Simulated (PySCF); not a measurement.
H3IMgOSi, SMILES [SiH3][O][Mg][I].

The structure is a stationary point at B3LYP-D3(BJ)/def2-SVP. The structure was generated by enumeration; whether it is a known compound was not checked. The def2 effective core potentials stand for the cores of I; spin–orbit coupling is left out. The values are those of a single conformer.

The numbers are results of HF/def2-TZVP run with PySCF, not measurements.

The molecule is in vacuum.

Computed frontier levels, gap, dipole moment and polarisability:
```json
{
 "highest_occupied_level": "-10.17 eV",
 "lowest_empty_level": "0.56 eV",
 "orbital_gap": "10.73 eV",
 "dipole_moment": "0.18 D",
 "quadrupole, principal values (traceless, Buckingham form, about the centre of nuclear charge)": "-16.81, 8.40, 8.40 D·Å",
 "mean_static_polarisability": "74.8 bohr³ (11.08 Å³)",
 "polarisability_principal_values": "66.4, 66.4, 91.5 bohr³"
}
```
